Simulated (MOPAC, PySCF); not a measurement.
H4O2Si2, SMILES `O=[Si](O)[SiH3]` (Si–Si–O–H torsion 0°), neutral singlet in the gas phase. 

Z-matrix (Å, degrees):
```
Si
O 1 1.5195
O 1 1.6288 2 123.70
H 3 0.9633 1 117.78 2 -179.95
Si 1 2.3429 2 122.28 3 -179.98
H 5 1.4822 1 108.14 2 -58.95
H 5 1.4824 6 110.32 1 -118.03
H 5 1.4869 6 109.82 7 -121.11
```
Charge 0, multiplicity 1.

All levels are single points at this geometry (r2SCAN-D4/def2-TZVP); Pople sets use spherical d functions. Orbital energies aren't observables, and empty levels follow the basis.

PM3 in MOPAC gives dipole (D) = 3.56.

Estimate the dipole (D) from each of these levels: r2SCAN-D4/def2-TZVP in PySCF; B3LYP/3-21G in PySCF; PBE/6-31G* in PySCF; HF/3-21G in PySCF; PM7 in MOPAC.


```json
[
 {"level": "r2SCAN-D4/def2-TZVP in PySCF", "dipole (D)": "5.22"},
 {"level": "B3LYP/3-21G in PySCF", "dipole (D)": "4.93"},
 {"level": "PBE/6-31G* in PySCF", "dipole (D)": "4.89"},
 {"level": "HF/3-21G in PySCF", "dipole (D)": "5.91"},
 {"level": "PM7 in MOPAC", "dipole (D)": "4.40"}
]
```
